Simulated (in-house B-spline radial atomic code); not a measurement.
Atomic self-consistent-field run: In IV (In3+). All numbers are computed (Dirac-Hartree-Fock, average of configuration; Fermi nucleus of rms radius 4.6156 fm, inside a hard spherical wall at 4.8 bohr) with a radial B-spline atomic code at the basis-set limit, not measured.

Command:
```bash
python run_scf.py task.json out
```
Settings (nuclear radius in fm, mass in u):
```
Z                49
configuration    [Ar] 3d10 4s2 4p5 4d10 4f1
hamiltonian      dirac
method           hf
spin_polarised   False
nucleus          fermi
rms_radius       4.6156
atomic_mass      114.90388
speed_of_light   137.035999084
wall_radius      4.8
```

Output (hartree, bohr):
```
 radial grid: 62 intervals, B-splines of order 8, outer radius 4.8 bohr

 iter        energy (Eh)    residual
    1       -5860.917996    5.81e-01
    2       -5868.880639    4.12e-01
    3       -5874.173039    9.01e-02
    4       -5874.466590    1.79e-02
    5       -5874.482535    8.99e-03
    6       -5874.485412    1.39e-03
    7       -5874.485454    2.07e-04
    8       -5874.485457    6.89e-05
    9       -5874.485457    4.68e-06
   10       -5874.485457    2.18e-07

 total energy                     -5874.48546
 kinetic                            6173.6804
 electron-nucleus                 -14195.5211
 electron-electron                  2147.3552

 first-order corrections (not in the total)
   Gaunt                             4.5863
   retardation                      -0.4666
   frequency dependence             -0.0384
   self-energy                       3.1077
   Uehling                          -0.3986
   Wichmann-Kroll                    0.0079

 orbital      occ     eigenvalue          <r>       <r^2>       <1/r>     <1/r^2>       r_max    small
 1s1/2      2.000     -1034.3503    0.0297051  0.00119404     51.8594     5789.59     0.01922  3.23e-02
 2s1/2      2.000      -159.4571     0.127918   0.0193581     12.0242     664.579      0.1086  6.85e-03
 2p1/2      2.000      -148.3590     0.108554    0.014485     11.9672     213.092     0.08393  6.83e-03
 2p3/2      4.000      -140.5720     0.113782   0.0157867     11.1849     170.414     0.08833  6.53e-03
 3s1/2      2.000       -32.8933     0.346401    0.137289     4.25045     130.211      0.3147  1.98e-03
 3p1/2      2.000       -28.3660      0.33844    0.133139     4.14474     41.5624      0.3019  1.91e-03
 3p3/2      4.000       -26.9163     0.349169    0.141525     3.95712     33.5977      0.3117  1.83e-03
 3d3/2      4.000       -19.0143     0.320904    0.122211      3.7926     18.1304      0.2566  1.71e-03
 3d5/2      6.000       -18.7214     0.324364    0.124715     3.74359     17.5724      0.2595  1.68e-03
 4s1/2      2.000        -6.6365     0.847505    0.811264     1.62748     24.9724      0.7693  5.00e-04
 4p1/2      1.667        -5.1501     0.895911    0.914791     1.52046     7.71862      0.7987  4.50e-04
 4p3/2      3.333        -4.8909     0.921895    0.968428     1.46595     6.31279      0.8214  4.31e-04
 4d3/2      4.000        -2.3603      1.09997     1.41692     1.19719     2.65537      0.9112  3.02e-04
 4d5/2      6.000        -2.3228      1.11266     1.44974     1.18163      2.5656      0.9208  2.96e-04
 4f5/2      0.429        -0.4016      2.53627     7.13487    0.461136    0.273027       2.615  4.96e-05
 4f7/2      0.571        -0.4027      2.53504     7.12802    0.461239    0.272863       2.612  4.96e-05
```

Time taken, with all properties: 0.86 s on 1 thread of Arm Neoverse V2 (shared host).

For the Dirac Hamiltonian the kinetic term is c α·p + (β - 1)c².
